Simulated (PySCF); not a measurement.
How methods differ on the interval between two levels of Ni⁺

Ni⁺ [Ar] 3d9 [2D5/2, M_J = 5/2] → Ni⁺ [Ar] 3d8 4s1 [4F9/2, M_J = 9/2], as a difference of total energies. All numbers are calculated (PySCF 2.14, the two-component X2C-1e Hamiltonian, in x2c-SVPall-2c with one added diffuse shell each of s, d type (6s5p4d1f, 48 functions)). Correlated levels: [Ne] frozen; the 6 highest virtual spinors dropped. "Screened" scales the spin-orbit matrix elements by Boettger's factors to mimic the two-electron term; Breit and QED terms are absent.

```json
{"method": "GHF (spin-free)", "interval between two levels (cm⁻¹)": "-7684.6", "error (cm⁻¹)": "-16078"}
{"method": "GMP2 (spin-free)", "interval between two levels (cm⁻¹)": "11825", "error (cm⁻¹)": "+3431"}
{"method": "GHF (screened spin-orbit)", "interval between two levels (cm⁻¹)": "-8092.9", "error (cm⁻¹)": "-16487"}
{"method": "GMP2 (screened spin-orbit)", "interval between two levels (cm⁻¹)": "11417", "error (cm⁻¹)": "+3023"}
```

Reference: 8393.9 cm⁻¹ (measured; NIST Handbook of Basic Atomic Spectroscopic Data (Sansonetti and Martin, J. Phys. Chem. Ref. Data 34, 1559 (2005))).

Errors of the correlated levels include the incompleteness of this basis and the frozen core.

The labels give the starting determinants; with spin-orbit coupling the two ends relaxed to ⟨J²⟩ = 8.76, ⟨L²⟩ = 6.01, ⟨S²⟩ = 0.75 and ⟨J²⟩ = 24.76, ⟨L²⟩ = 12.01, ⟨S²⟩ = 3.75.
